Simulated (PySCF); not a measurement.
SMILES c1(C[Si](F)(F)F)sccc1, GFN2-xTB optimised geometry.

```
15

F     -2.59    -3.86     1.82
Si    -1.61    -2.62     1.75
F     -0.23    -3.16     2.33
F     -2.13    -1.61     2.85
C     -1.46    -1.88     0.02
C     -0.53    -0.70     0.00
C      0.83    -0.70     0.00
C      1.38     0.60     0.00
C      0.43     1.57     0.01
S     -1.16     0.92     0.01
H     -1.08    -2.63    -0.67
H     -2.44    -1.57    -0.34
H      1.42    -1.60     0.00
H      2.44     0.80     0.00
H      0.56     2.63     0.01
```

Density from PBE/def2-TZVP (PySCF) at that geometry.

Minimum of the electron density along straight lines between bonded atoms, close to the bond critical point (lines longer than 1.1 times the sum of covalent radii, or with two minima, are not listed):

| bond | length / Å | ρ at the minimum / e bohr⁻³ | ∇²ρ there / e bohr⁻⁵ | position (fraction from the first atom) |
|---|---|---|---|---|
| F1–Si2 | 1.587 | 0.145 | 1.02 | 0.58 |
| Si2–F3 | 1.586 | 0.145 | 1.03 | 0.42 |
| Si2–F4 | 1.584 | 0.146 | 1.04 | 0.42 |
| Si2–C5 | 1.883 | 0.126 | 0.08 | 0.39 |
| C5–C6 | 1.497 | 0.252 | -0.61 | 0.49 |
| C6–C7 | 1.360 | 0.330 | -0.94 | 0.52 |
| C7–C8 | 1.414 | 0.299 | -0.82 | 0.50 |
| C8–C9 | 1.355 | 0.332 | -0.95 | 0.49 |
| C6–S10 | 1.733 | 0.209 | -0.40 | 0.48 |
| C9–S10 | 1.720 | 0.214 | -0.42 | 0.48 |
| C5–H11 | 1.093 | 0.272 | -0.90 | 0.64 |
| C5–H12 | 1.092 | 0.273 | -0.90 | 0.64 |
| C7–H13 | 1.075 | 0.286 | -1.00 | 0.64 |
| C8–H14 | 1.075 | 0.287 | -1.01 | 0.65 |
| C9–H15 | 1.072 | 0.289 | -1.02 | 0.65 |
